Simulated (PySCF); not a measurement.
Species: C2H11O2PSi3.
Atom-mapped SMILES: `[CH3:1][O:2][C:3](=[O:4])[SiH2:5][P:6]([SiH3:7])[SiH3:8]`

A calculation gives these core lines: C 1s: 292.60 (area 1), 293.97 (area 1) eV; O 1s: 537.73 (area 1), 539.55 (area 1) eV; Si 1s: 1846.44 (area 2), 1846.56 (area 1) eV; Si 2p3/2: 106.67 (area 2), 106.79 (area 1) eV; P 1s: 2148.88 eV; P 2p3/2: 135.41 eV.

Theory: delta-SCF UKS SCAN, pcX-2 on the ionised atom, pcseg-1 elsewhere, spin-free X2C (PySCF). Geometry: PBE0-D3(BJ)/def2-SVP, one conformer, isolated molecule.

Question: Which carbon gives which C 1s line?

Answer: 292.60 eV: C1 (methoxy carbon); 293.97 eV: C3 (carbonyl carbon). The listed C 1s values span 1.37 eV, from C1 (bonded to O and 3 H) to C3 (bonded to O (double bond), O and Si). Summing the Pauling electronegativity differences to the bonded atoms, each weighted by its formal bond order, gives -0.16 for the lowest site and +2.02 for the highest.

Question: Assign the O 1s lines to atoms.

Answer: 537.73 eV: O4 (carbonyl oxygen); 539.55 eV: O2 (oxygen singly bound to a carbonyl carbon). Lowest listed O 1s: O4, bonded to C (double bond). Highest, 1.82 eV above it: O2, bonded to 2 C.

Bonded neighbours of each site: C1: O and 3 H; O2: 2 C; C3: O (double bond), O and Si; O4: C (double bond); Si5: C, 2 H and P; P6: 3 Si; Si7/Si8: 3 H and P.

Question: Which photon wavelength matches the C 1s of C1 threshold?

Answer: λ = hc/E = 12398.42 eV Å / 292.60 eV = 42.373 Å.

Topologically equivalent atoms share the value of their first member; where this conformer doesn't relate them by symmetry, their own values could differ. Spin–orbit and ligand-field terms were added within each 2p shell after the spin-free SCF. 2p1/2 minus 2p3/2 (ligand field included): Si 0.62 eV, P 0.89 eV.

Conformer computed: `[CH3:1][O:2][C:3](=[O:4])[SiH2:5][P:6]([SiH3:7])[SiH3:8]`: C1–O2–C3–O4 0°, O2–C3–Si5–P6 -152°, C3–Si5–P6–Si7 -152°.
